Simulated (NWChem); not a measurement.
## Correlation energy of H6B2

```xyz
8

B      0.0000     0.0000     0.8885
B      0.0000     0.0000    -0.8885
H      0.0000    -0.9883     0.0000
H      1.0494     0.0000     1.4735
H     -1.0494     0.0000     1.4735
H      0.0000     0.9883     0.0000
H      1.0494     0.0000    -1.4735
H     -1.0494     0.0000    -1.4735
```
Charge 0, spin multiplicity 1.

All runs are NWChem calculations. All single points use one geometry, from B3LYP/def2-SVP, a minimum by its harmonic frequencies.

Basis set: cc-pVDZ. Each correlation energy counts from its own Hartree-Fock reference.

```csv
method,correlation energy (mHa),difference from CCSD(T)
RI-MP2,-215.8,+48.7
MP2,-215.8,+48.7
SCS-MP2,-229.8,+34.7
CR-CCSD[T],-263.6,+0.9
CR-CCSD(T),-263.4,+1.0
CCSD,-258.3,+6.2
CCSD+T(CCSD),-264.6,-0.1
CCSD(T),-264.5,0.0
```

The values span 48.9 mHa, from CCSD+T(CCSD) (lowest) to RI-MP2 (highest). 

The correlated methods keep 2 core orbitals frozen. The structure started from a generated list of species. Coupled-cluster values serve here as a point of comparison, not as the truth.
